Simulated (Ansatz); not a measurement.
`[Cl][SnH]([Cl])[SeH]` + SiH₄ → `[SiH3][SeH]` + `[Cl][SnH2][Cl]` at 400 K and 1 bar (formal exchange of groups at the Se–Sn bond).

Isolated molecules relaxed with PBE0-D4/def2-TZVP in Ansatz; ΔE leaves out vibrations. CCSD(T)/CBS is the MP2 limit (def2-TZVPP, def2-QZVPP) plus CCSD(T) − MP2 in def2-TZVPP, frozen cores. This one scheme is used for every species. Elements past krypton have def2 core potentials. For Se, Sn outer-core shells are correlated without core-valence functions, which leaves a few kJ/mol of doubt a bond. Scalar relativity is left out up to krypton. One conformer a species, not always the lowest.

| species | CCSD(T)/CBS energy (Eh) | H − E (kJ/mol) | S (J/(mol·K)) |
| --- | --- | --- | --- |
| `[Cl][SnH]([Cl])[SeH]` | -3535.60722 | 77.7 | 416.9 |
| SiH₄ | -291.46306 | 96.9 | 218.6 |
| `[SiH3][SeH]` | -2692.20088 | 107.1 | 307.6 |
| `[Cl][SnH2][Cl]` | -1134.85982 | 65.8 | 337.1 |

H − E and S are ideal-gas, rigid-rotor, harmonic terms from PBE0-D4/def2-TZVP, for one conformer and one mirror image of each species. 1 Eh = 2625.50 kJ/mol, R = 8.31446 J/(mol·K).

By hand: ΔE, ΔH, ΔS and ΔG.

ΔE = (-2692.20088) + (-1134.85982) − (-3535.60722) − (-291.46306) = 0.00958 Eh = 25.2 kJ/mol. Δ(H − E) = 107.1 + 65.8 − 77.7 − 96.9 = -1.7, so ΔH = 23.5 kJ/mol. ΔS = 307.6 + 337.1 − 416.9 − 218.6 = 9.2 J/(mol·K). ΔG = 23.5 − 400 × (9.2)/1000 = 19.8 kJ/mol.

By hand: the equilibrium constant, and the temperature at which ΔG would vanish if ΔH and ΔS stayed fixed.

log₁₀ K = −ΔG/(RT ln 10) = -2.6. ΔG = 0 at ΔH/ΔS = 2554 K, far beyond where these terms or the molecules hold.

The number of gas molecules stays the same, so ΔS is small and ΔH decides. A doubt of 5 kJ/mol in ΔE shifts log₁₀ K by 0.7 here. Other conformers and mirror images would add mixing entropy, several J/(mol·K) or more a flexible species. These are equilibria of isolated gas molecules and say nothing of rates. Largest T1 diagnostic: 0.011 (customary marks: 0.02 for closed shells, 0.045 for open ones).
